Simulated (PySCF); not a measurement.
Compound: C₃H₆F₂Si.
Cartesian coordinates in Å at the PBE0-D3(BJ)/def2-SVP level; atoms count from 1:
```xyz
12
C3H6F2Si angstrom
F     -1.1686   -0.6475    1.4830
C     -1.4829   -0.2593    0.2179
F     -2.0962   -1.2980   -0.3902
C     -0.2454    0.1309   -0.5227
C      0.7622    1.0467    0.1886
Si     1.4163   -0.6561   -0.1839
H     -2.2186    0.5626    0.3046
H     -0.4598    0.3843   -1.5676
H      0.5366    1.2540    1.2412
H      1.1125    1.9292   -0.3562
H      1.5711   -1.6302    0.9197
H      2.3160   -0.8434   -1.3478
```

Method: PySCF 2.14.0, PBE0-D3(BJ)/def2-SVP geometry optimisation, gas phase.

Take the most abundant isotopes and a rigid rotor. The values belong to one conformer with, in the numbering `[F:1][CH:2]([F:3])[C@H:4]1[CH2:5][SiH2:6]1`, F1–C2–C4–C5 -46°.

**Question.** What are A, B and C (GHz)?

**Answer.** Ia = 101.30, Ib = 261.80, Ic = 274.89 u·Å²; 505379 MHz·u·Å²/I gives 4989, 1930 and 1838 MHz, that is A = 4.9889, B = 1.9304, C = 1.8385 GHz.

**Question.** Classify the top.

**Answer.** A near-prolate asymmetric top. Ray's parameter κ = (2B − A − C)/(A − C) = -0.942; −1 is the prolate and +1 the oblate limit.

**Question.** Is it planar, by Δ = Ic − Ia − Ib?

**Answer.** Not planar: Δ = Ic − Ia − Ib = -88.21 u·Å². For a rigid frame Δ = −2 Σ m c², so Σ m c² = 44.11 u·Å² lies off the ab plane: 10.55 from hydrogen and 33.55 from heavier atoms. The atom farthest from that plane is 1.90 Å away.

**Question.** Where do the levels up to J = 4 lie, in MHz?

**Answer.** Above 0(0,0):
J = 1: 1(0,1) 3769, 1(1,1) 6827, 1(1,0) 6919
J = 2: 2(0,2) 11305, 2(1,2) 14273, 2(1,1) 14549, 2(2,1) 23724, 2(2,0) 23726
J = 3: 3(0,3) 22603, 3(1,3) 25441, 3(1,2) 25992, 3(2,2) 35031, 3(2,1) 35041, 3(3,1) 50555, 3(3,0) 50555
J = 4: 4(0,4) 37659, 4(1,4) 40329, 4(1,3) 41248, 4(2,3) 50105, 4(2,2) 50136, 4(3,2) 65634, 4(3,1) 65634, 4(4,1) 87361, 4(4,0) 87361
The levels of one J sum to (2J + 1)J(J + 1)(A + B + C)/3.

**Question.** Predict some low-J microwave lines.

**Answer.** The dipole components are |μa| = 1.38 D, |μb| = 0.32 D, |μc| = 1.35 D. Intensities carry the squares of the components, which stand as 1.00 : 0.05 : 0.95 (a : b : c). Some of the stronger lines:

```csv
type,branch,"J(Ka,Kc)",MHz,lower level (cm⁻¹)
c,Q,"2(1,2) ← 2(0,2)",2969,0.377
c,Q,"1(1,1) ← 1(0,1)",3058,0.126
b,Q,"1(1,0) ← 1(0,1)",3150,0.126
b,Q,"2(1,1) ← 2(0,2)",3244,0.377
a,R,"1(0,1) ← 0(0,0)",3769,0.000
b,R,"2(0,2) ← 1(1,1)",4477,0.228
b,R,"1(1,1) ← 0(0,0)",6827,0.000
c,R,"1(1,0) ← 0(0,0)",6919,0.000
a,R,"2(1,2) ← 1(1,1)",7446,0.228
a,R,"2(0,2) ← 1(0,1)",7536,0.126
a,R,"2(1,1) ← 1(1,0)",7630,0.231
c,Q,"2(2,1) ← 2(1,1)",9175,0.485
b,Q,"2(2,0) ← 2(1,1)",9177,0.485
b,Q,"2(2,1) ← 2(1,2)",9451,0.476
b,R,"2(1,2) ← 1(0,1)",10504,0.126
c,R,"2(1,1) ← 1(0,1)",10780,0.126
b,R,"2(2,1) ← 1(1,0)",16805,0.231
c,R,"2(2,0) ← 1(1,0)",16807,0.231
c,R,"2(2,1) ← 1(1,1)",16897,0.228
b,R,"2(2,0) ← 1(1,1)",16899,0.228
```

**Question.** Estimate the classical rotational partition function at 10 K, 100 K and 500 K.

**Answer.** Point group C1, symmetry number σ = 1; q = (√π/σ)·√((kT/h)³/(ABC)), k/h = 20836.6 MHz/K: 1270 at 10 K, 40100 at 100 K, 448000 at 500 K.

Stationary, but not proved a minimum. No vibrational averaging or centrifugal distortion is included, and the geometry carries the error of its method.

On an Intel Xeon 6975P-C with one thread, no GPU, on a shared host, this took 36 s wall and 0.51 GiB of memory at its peak. These figures are those of the optimisation.
